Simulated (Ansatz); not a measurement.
Species: sum formula SiH₂S₂Cl (charge 0, doublet). It need not be the lowest isomer of its formula. 
Coordinates optimised at B3LYP-D3(BJ)/def2-TZVP (Ansatz, a program for electronic structure):
SMILES: S[Si](S)Cl
```xyz
6

S      1.5754    -0.8381     0.8687
Si    -0.1230     0.3822     0.3880
S     -1.7078    -1.0516     0.1942
Cl     0.2389     1.4666    -1.3589
H      2.4603     0.0779     0.4380
H     -2.6810    -0.1239     0.2257
```
Charge 0, spin multiplicity 2.

Atomisation energy built up term by term with Ansatz (kcal/mol; UHF references for open shells; valence terms freeze the core; atomic spin-orbit terms are left out). CBS marks a two-point X^-3 extrapolation of the correlation energy; Hartree-Fock from the larger set.

```csv
term,basis,kcal/mol
Hartree-Fock,cc-pV(Q+d)Z,…
CCSD correlation,"CBS(cc-pV(T+d)Z,cc-pV(Q+d)Z)",…
(T),"CBS(cc-pV(T+d)Z,cc-pV(Q+d)Z)",11.67
core correlation,cc-pwCVTZ,0.69
scalar relativity (X2C),cc-pVTZ-DK against cc-pVTZ,-1.39
sum: De,,…
```

Task: Complete the blanks.

Result: 
- Hartree-Fock, kcal/mol: 288.07
- CCSD correlation, kcal/mol: 116.19
- sum: De, kcal/mol: 415.2
